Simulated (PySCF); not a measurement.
Orbital energies and ionisation energy

Compound: C3H8Ge.
Geometry (PBE0-D3(BJ)/def2-SVP, Å), atoms numbered from 1 in this order:
```xyz
12
C3H8Ge angstrom
C     -0.909    0.871   -0.672
C     -0.407   -0.155    0.026
C     -1.255   -1.031    0.898
Ge     1.501   -0.551   -0.075
H     -1.978    1.117   -0.633
H     -0.286    1.507   -1.308
H     -0.904   -1.013    1.944
H     -1.206   -2.084    0.573
H     -2.311   -0.719    0.887
H      2.188    0.445   -1.026
H      2.139   -0.453    1.326
H      1.718   -1.990   -0.587
```

Level: CAM-B3LYP/def2-SVPD (PySCF). Frontier orbitals with their largest atomic shares (Löwdin; up to four atoms above 4 %):

```csv
orbital,ε (eV),main atoms
HOMO−3,-10.92,"Ge4 39 %, H11 23 %, H12 22 %, C2 6 %"
HOMO−2,-10.81,"Ge4 41 %, H10 32 %, H12 10 %, H11 9 %"
HOMO−1,-9.87,"C2 31 %, Ge4 23 %, C1 11 %, C3 11 %"
HOMO,-8.83,?
LUMO,0.97,"Ge4 44 %, C3 9 %, C1 7 %, H10 7 %"
LUMO+1,1.03,"C1 34 %, C2 30 %, Ge4 8 %, H5 7 %"
LUMO+2,1.69,"Ge4 40 %, H12 10 %, H11 10 %, H10 10 %"
```

What vertical ionisation energy does ΔSCF give, and how far is −ε(HOMO) from it?

ΔSCF: 9.62 eV (928 kJ/mol; threshold wavelength 129 nm); ⟨S²⟩ of the doublet left behind is 0.753, against 0.75 for a pure doublet. −ε(HOMO) is 8.83 eV, 0.79 eV below it. For the exact functional −ε(HOMO) would equal the first vertical ionisation energy; CAM-B3LYP (range-separated hybrid) falls short of its own ΔSCF value by 8 %. Holes in the HOMO−1 and HOMO−2 were tried too where these lie within 1.2 eV of the HOMO; the lowest converged state counts.

On which atoms does the HOMO lie?

C1 (terminal =CH2 carbon) 37 %, C2 (fully substituted alkene carbon) 34 %, C3 (allylic carbon) 8 %, Ge4 (germanium bonded to C and 3 H) 6 %, so no atom holds as much as 40 %. The HOMO−1 lies 1.04 eV lower.

What kinetic energy would electrons from this vertical process carry with Lyman-α light (10.199 eV)?

10.20 − 9.62 = 0.58 eV.

Shift the occupied levels rigidly so that −ε(HOMO) equals the ΔSCF value. What binding energies result?

The shift is +0.79 eV: HOMO 9.62, HOMO−1 10.66, HOMO−2 11.60, HOMO−3 11.71 eV. A rigid shift is only a rough guide to the deeper ionisations.

With α = 70.3 au, estimate the like-pair dispersion coefficient by London's formula C6 = (3/4)α²I.

I = 0.3535 Eh, so C6 ≈ 1310 au, a rough estimate.

Geometry: PBE0-D3(BJ)/def2-SVP; no solvent, vibrations or thermal averaging. The calculation is non-relativistic, for germanium too.

These values come from a run that also computed excited states and ΔSCF ions. The run took 41 s on an x86-64 server with one thread (shared host).
